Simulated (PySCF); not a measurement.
## First hyperpolarisability: SMILES C#Cc1cc[o+]cc1, [C$_{7}$H$_{5}$O]+, charge +1

Geometry:
```tsv
atom	x (Å)	y (Å)	z (Å)
C1	2.893	-0.254	-0.281
C2	1.687	-0.153	-0.189
C3	0.287	-0.036	-0.082
C4	-0.362	1.203	-0.300
C5	-1.723	1.261	-0.183
O6	-2.438	0.193	0.128
C7	-1.873	-0.984	0.340
C8	-0.518	-1.152	0.248
H9	3.966	-0.343	-0.363
H10	0.201	2.101	-0.558
H11	-2.337	2.153	-0.326
H12	-2.596	-1.764	0.586
H13	-0.079	-2.135	0.428
```

Total charge +1.

Computed with PySCF, quadratic response CAM-B3LYP/aug-cc-pVDZ first hyperpolarisability, Taylor convention, gas phase. Geometry: PBE0-D3(BJ)/def2-SVP.

**Question.** What is the first hyperpolarisability, and how does it disperse?

**Answer.** In au, Taylor convention; the vector part is βᵢ = ⅓ Σⱼ (βᵢⱼⱼ + βⱼᵢⱼ + βⱼⱼᵢ):
| process | λ (nm) | β vector norm | β HRS | depolarisation ratio |
| --- | --- | --- | --- | --- |
| static β(0;0,0) | ∞ | 523.8 | 254.3 | 3.34 |
| second harmonic β(−2ω;ω,ω) | 1907 | 596.0 | 287.1 | 3.41 |
| Pockels β(−ω;ω,0) | 1907 | 546.3 | – | – |
| second harmonic β(−2ω;ω,ω) | 1064 | 818.9 | 387.6 | 3.57 |
| Pockels β(−ω;ω,0) | 1064 | 601.6 | – | – |

**Question.** Which lowest excitations and polarisabilities go with it?

**Answer.** S1 3.83 eV (f = 0.000); S2 4.54 eV (f = 0.332); S3 5.12 eV (f = 0.111); isotropic α 82.4 au static, 82.9 au at 1907 nm, 84.0 au at 1064 nm, 84.4 au at 953.5 nm, 90.1 au at 532 nm.
